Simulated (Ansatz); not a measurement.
Ideal-gas functions of CH₅ClSeSi, SMILES `C[Se][SiH2]Cl` at 298.15 K and 1 bar, from an Ansatz frequency run at PBE0-D4/def2-TZVP.

Molar mass 159.55 g/mol, point group C1 (symmetry number 1), electronic degeneracy 1, moments of inertia 97.729, 377.868, 425.597 u Å². Harmonic wavenumbers (cm⁻¹, unscaled): 58, 107, 129, 177, 403, 532, 546, 608, 711, 833, 917, 922, 938, 1308, 1462, 1470, 2238, 2262, 3080, 3183, 3186.

Use S(trans) = R[1.5 ln M + 2.5 ln T − 1.1517]; rotational temperatures θ = 24.2544 K / I; S(rot) = R[ln(√π/σ · √(T³/θAθBθC)) + 1.5]; for each mode x = 1.438777 ν̃/T, S = R[x/(eˣ − 1) − ln(1 − e⁻ˣ)] and H = RT x/(eˣ − 1); 1 cm⁻¹ = 0.0119627 kJ/mol; R = 8.31446 J/(mol·K).

By hand: the entropy, in J/(mol·K).

Translation 172.1. Rotation: θ = 0.2482, 0.0642, 0.057 K, giving 117.4. Vibration, mode by mode: 18.93, 13.90, 12.39, 9.87, 3.98, 2.44, 2.31, 1.82, 1.23, 0.76, 0.55, 0.54, 0.50, 0.11, 0.06, 0.06, 0.00, 0.00, 0.00, 0.00, 0.00, in all 69.4. Electronic 0.0. Sum 358.9 J/(mol·K).

By hand: H − E and G − E in kJ/mol, counted from the electronic energy.

Zero-point energy ½ × 25070 × 0.0119627 = 150.0; thermal vibration 10.6; translation, rotation and pV give 4 RT = 9.9. H − E = 170.5 kJ/mol, and G − E = 170.5 − 298.15 × 358.9/1000 = 63.5 kJ/mol.

Vibration gives 19 % of the entropy, 45.2 J/(mol·K) of it from the modes under 150 cm⁻¹: soft modes count most, and the harmonic formula is weakest for them. The sum counts one conformer and one mirror image; others add a mixing term.
